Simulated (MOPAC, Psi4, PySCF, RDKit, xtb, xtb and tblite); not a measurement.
Torsional profile of C10H16O, SMILES CC(C)(C)CCc1ccco1. Scanned: dihedral C5–C6–C7–O11; all other coordinates were relaxed at GFN2-xTB. Points at φ and −φ are mirror images.

Geometry of the scan point at -75° (Å):
```
27

C      2.4383    -0.9268     1.2442
C      1.7347    -0.1608     0.1182
C      2.1100    -0.7980    -1.2214
C      2.2050     1.2952     0.1430
C      0.2192    -0.2539     0.3676
C     -0.6679     0.4514    -0.6678
C     -2.1058     0.2853    -0.3147
C     -3.0036     1.1386     0.2555
C     -4.2151     0.4147     0.3875
C     -3.9622    -0.8241    -0.1085
O     -2.6897    -0.9130    -0.5348
H      3.5177    -0.8884     1.1159
H      2.1942    -0.4955     2.2126
H      2.1319    -1.9705     1.2478
H      1.7165    -0.2219    -2.0549
H      3.1921    -0.8403    -1.3254
H      1.7211    -1.8118    -1.2859
H      3.2902     1.3387     0.0816
H      1.7995     1.8536    -0.6967
H      1.8954     1.7822     1.0651
H      0.0007     0.1713     1.3506
H     -0.0653    -1.3082     0.3950
H     -0.4954     0.0194    -1.6547
H     -0.4425     1.5167    -0.7006
H     -2.8281     2.1555     0.5417
H     -5.1390     0.7716     0.7944
H     -4.5763    -1.6964    -0.2134
```

- GFN2-xTB (xtb and tblite)
- MMFF94 // GFN2-xTB (RDKit)
- PBE/def2-SVP // GFN2-xTB (Psi4)
- PBE-D3(BJ)/def2-SVP // GFN2-xTB (Psi4)
- UFF // GFN2-xTB (RDKit)
- PM7, restricted, heats of formation // GFN2-xTB (MOPAC)
- PM6, restricted, heats of formation // GFN2-xTB (MOPAC)
- GFN1-xTB // GFN2-xTB (xtb)
- RKS-B3LYP/6-31G* = restricted B3LYP/6-31G*, spherical d, density fitting // GFN2-xTB (PySCF 2.14.0)

Least-squares fit of E(φ) = a0 + Σ (a_n cos nφ + b_n sin nφ), n = 1 to 4, to the 24 scan points, in kcal/mol above the lowest point of each profile (levels whose profile four harmonics don't fit are not listed):

```tsv
method	a0	a1	b1	a2	b2	a3	b3	a4	b4	rms of fit
GFN2-xTB	0.45	0.12	0.00	0.44	0.00	0.15	0.00	-0.01	0.00	0.01
MMFF94	0.70	0.13	0.00	0.70	0.00	0.08	0.00	-0.01	0.00	0.02
PBE/def2-SVP	0.63	0.23	0.00	0.25	0.00	0.58	0.00	0.05	0.00	0.02
PBE-D3(BJ)/def2-SVP	0.62	0.28	0.00	0.24	0.00	0.59	0.00	0.05	0.00	0.02
UFF	0.89	-0.58	0.00	0.85	0.00	-0.16	0.00	-0.04	0.00	0.02
PM7	0.17	0.13	0.00	0.17	0.00	0.04	0.00	-0.01	0.00	0.01
PM6	0.22	0.27	0.00	0.19	0.00	0.02	0.00	0.01	0.00	0.00
GFN1-xTB	0.36	-0.05	0.00	0.31	0.00	0.12	0.00	0.01	0.00	0.01
RKS-B3LYP/6-31G*	0.70	0.28	0.00	0.37	0.00	0.61	0.00	0.08	0.00	0.02
```
